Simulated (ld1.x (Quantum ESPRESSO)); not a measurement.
## Reading a pseudo-wave (germanium (Ge))

Columns: radius, all-electron u(r) and pseudo u(r) of the 4s shell (level -11.73 eV) of germanium in the configuration [Ar] 3d10 4s2 4p2; PBE, scalar-relativistic, ultrasoft scheme, ld1.x (Quantum ESPRESSO) 7.5.

```tsv
r (bohr)	all-electron	pseudo
0.125	-0.2044	-0.0156
0.250	0.0016	-0.0373
0.375	0.2869	-0.0702
0.500	0.3401	-0.1178
0.625	0.2208	-0.1810
0.750	0.0291	-0.2586
0.875	-0.1713	-0.3467
1.000	-0.3494	-0.4396
1.125	-0.4935	-0.5306
1.250	-0.6021	-0.6126
1.375	-0.6781	-0.6794
1.500	-0.7262	-0.7262
1.625	-0.7514	-0.7514
1.750	-0.7583	-0.7583
1.875	-0.7508	-0.7508
2.000	-0.7324	-0.7324
2.125	-0.7060	-0.7060
2.250	-0.6739	-0.6739
2.375	-0.6381	-0.6381
2.500	-0.6001	-0.6001
2.625	-0.5611	-0.5611
2.750	-0.5220	-0.5220
2.875	-0.4837	-0.4837
3.000	-0.4465	-0.4465
3.125	-0.4109	-0.4109
3.250	-0.3770	-0.3770
```

How many radial nodes do the two functions have?

The all-electron 4s function has n − l − 1 = 3 (the table is too coarse to show those close to the nucleus); the pseudo-wave has 0, since the states of the same l below it are removed with the core.

At about which radius was the pseudo-wave matched?

1.50 bohr, where the columns begin to agree (steps of 0.12 bohr).

Where does each function peak?

Outermost all-electron maximum near 1.75 bohr, pseudo maximum near 1.75 bohr (to the table’s step).

Is the pseudo-wave norm-conserving?

No, it belongs to an ultrasoft set: the norm inside the radius is not constrained, and the difference is carried by the augmentation charge.
